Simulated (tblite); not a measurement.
singlet silylene (H$_{2}$Si), singlet, geometry from GFN2-xTB; tblite with IPEA1-xTB.

The tblite input:
```
$ tblite run mol.xyz --method ipea1 --charge 0 --spin 0 --json tblite.json --no-restart

# file mol.xyz
3

Si    -0.00666824    -0.00277970     0.12275926
H      0.04778718     1.13172388    -0.83406892
H      0.04556812    -1.09280805    -0.88456070
```

What the program printed (banner, timings and long lists left out):

```
xTB calculator
 | screened Coulomb repulsion
 | Coulomb electrostatics
 |  * isotropic Klopman-Ohno-Mataga-Nishimoto electrostatics
 |  * onsite third-order electrostatics
 | DFT-D3(BJ) dispersion correction

halogen bonding energy    0.0000000000000E+00 Eh
repulsion energy          1.9421293223968E-02 Eh
dispersion energy        -3.2690593433004E-04 Eh
number of electrons       6.0000000000000E+00 e
integral cutoff           4.0000000000000E+01 bohr

------------------------------------------------------------
  cycle        total energy    energy error   density error
------------------------------------------------------------
      1     -2.878755718343  -2.8978501E+00   2.1954499E-01
      2     -2.893154246638  -1.4398528E-02   9.3738394E-02
      3     -2.893406792935  -2.5254630E-04   3.9236205E-02
      4     -2.893424104757  -1.7311822E-05   1.9874645E-03
      5     -2.893424407914  -3.0315688E-07   5.9959428E-04
      6     -2.893424450353  -4.2439091E-08   7.7335393E-06
------------------------------------------------------------

electronic energy        -2.9125188376424E+00 Eh
total energy             -2.8934244503528E+00 Eh

Post processing:
 | Mayer-Wiberg bond orders

[Info] JSON dump of results written to 'tblite.json'
```
